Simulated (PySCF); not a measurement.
Stepwise substitution at one centre (In Cl-SH). Isolated molecules, 0 K electronic values unless said otherwise. One relaxed conformer stands for each flexible species; it need not be the lowest. Strings in code marks are SMILES.

These are B3LYP-D3(BJ)/def2-TZVP // PBE0-D4/def2-TZVP (PySCF) values and carry that method's errors. B3LYP has the VWN-RPA correlation part, as in Gaussian. 

| species | HOMO–LUMO gap (eV) | LUMO (eV) |
|---|---|---|
| 0 of 3 Cl replaced by SH (`[Cl][In]([Cl])[Cl]`) | ___ | -3.20 |
| 1 of 3 Cl replaced by SH (`[SH][In]([Cl])[Cl]` (H–S–In–Cl torsion 0°)) | 5.27 | ___ |
| 2 of 3 Cl replaced by SH (`[SH][In]([SH])[Cl]` (H–S–In–Cl torsion -180°, Cl–In–S–H torsion 0°)) | 5.24 | -2.36 |
| 3 of 3 Cl replaced by SH (`[SH][In]([SH])[SH]`) | 5.35 | -2.00 |

Question: Fill in the missing entries.

Answer: 
- 0 of 3 Cl replaced by SH (`[Cl][In]([Cl])[Cl]`), HOMO–LUMO gap (eV): 5.96
- 1 of 3 Cl replaced by SH (`[SH][In]([Cl])[Cl]` (H–S–In–Cl torsion 0°)), LUMO (eV): -2.76
